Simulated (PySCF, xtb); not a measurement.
C₂H₉FOSi₂, SMILES C[Si](C)(F)O[SiH3].

Geometry optimised at ωB97X-D3(BJ)/def2-SVP. The values are those of a single conformer.

Computed with IEF-PCM-PBE0/def2-SVP (PySCF).

The values are the electrostatic part of the solvation free energy, E(continuum) − E(gas) at the gas-phase geometry, in a cavity of scaled van der Waals radii (PySCF's table); cavitation and dispersion terms are not included. In vacuum the orbital gap is 9.11 eV. The dipole moment in vacuum is 1.62 D.

Computed values in water (ε = 78.36), acetone (ε = 20.49), toluene (ε = 2.37):
```
solvent      ε  ΔG(elec) (kcal/mol)  dipole (D)  gap (eV)
-------  -----  -------------------  ----------  --------
water    78.36                 -2.9        1.99      9.05
acetone  20.49                 -2.7        1.97      9.06
toluene   2.37                 -1.3        1.78      9.08
```

For comparison, GFN2-xTB/ALPB(water) (xtb, at the GFN2-xTB geometry, all terms of that model) gives -0.1 kcal/mol.
